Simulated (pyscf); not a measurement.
HN=B–Cl, singlet

Gas-phase minimum from PySCF at ωB97X-D3(BJ)/def2-SVP, one conformer. 

```xyz
4

N      0.3536    -0.8092    -0.8791
B      0.0392     0.3875    -0.8020
Cl    -0.3938     2.0339    -0.6957
H      0.6074    -1.7725    -0.9417
```
Charge 0, spin multiplicity 1.

Bonded distances (Å): N1–B2 1.240, N1–H4 0.998, B2–Cl3 1.706. Bond angles (°): B2–N1–H4 179.9, N1–B2–Cl3 180.0.

Properties at ωB97X-D3(BJ)/def2-SVP:

```
Item                                                                                                                                                      Value
---------------------------------------------------------------------------------------------------------------------  ----------------------------------------
Harmonic wavenumbers, unscaled                                                                                         375, 375, 528, 528, 696, 2070, 3909 cm⁻¹
Zero-point energy                                                                                                                                 12.1 kcal/mol
Rotational symmetry number                                                                                                                                    1
Entropy of this conformer at 298 K and 1 atm, rigid rotor and harmonic oscillator, modes under 100 cm⁻¹ raised to 100                           242.9 J/(mol K)
Dipole moment                                                                                                                                            0.53 D
```

Single-point totals, which compare only within one level (frozen core for MP2 and CC):

```tsv
level	total energy (hartree)
ωB97X-D3(BJ)/def2-TZVP	-540.52464
PBE/def2-TZVP	-540.19859
r²SCAN/def2-TZVP	-540.41118
B3LYP-D3(BJ)/def2-TZVP	-540.51497
PBE0-D3(BJ)/def2-TZVP	-540.23991
M06-2X/def2-TZVP	-540.44503
ωB97M-D3(BJ)/def2-TZVP	-540.56870
HF/def2-TZVPP	-539.30199
MP2/def2-TZVPP	-539.78515
CCSD/def2-TZVPP	-539.80474
CCSD(T)/def2-TZVPP	-539.82852
```

The CCSD(T) − MP2 part came from Ansatz, without density fitting, on the same reference.
